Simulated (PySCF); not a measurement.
CH6BNO.

```xyz
10

B      0.6059     0.8346     0.0000
H      1.6540     1.4392     0.0000
N      0.6425    -0.5746     0.0000
C     -0.4572    -1.5000     0.0000
H      1.5561    -1.0094     0.0000
H     -0.4622    -2.1519    -0.8913
H     -0.4622    -2.1519     0.8913
H     -1.4169    -0.9603     0.0000
O     -0.5385     1.5786     0.0000
H     -1.3449     1.0543     0.0000
```
Charge 0, spin multiplicity 1.

Geometry optimised at PBE0-D3(BJ)/def2-SVP. The values are those of a single conformer.

Level of theory: B3LYP/pcSseg-1 (PySCF). Non-relativistic, no solvent.

Computed absolute GIAO shielding of each atom: isotropic value and principal components (ppm):
```
atom  σ(iso)    σ11    σ22    σ33   span
----  ------  -----  -----  -----  -----
B1      72.3   44.1   74.3   98.5   54.4
H2      27.4   24.8   27.0   30.3    5.5
N3     177.5  110.6  201.6  220.4  109.8
C4     152.9  125.7  155.8  177.1   51.5
H5      29.0   22.0   28.9   36.2   14.2
H6      28.9   24.0   26.9   35.7   11.7
H7      28.9   24.0   26.9   35.7   11.7
H8      28.9   24.8   29.0   32.9    8.1
O9     230.9  134.2  226.1  332.5  198.3
H10     28.3   21.6   27.5   35.7   14.1
```
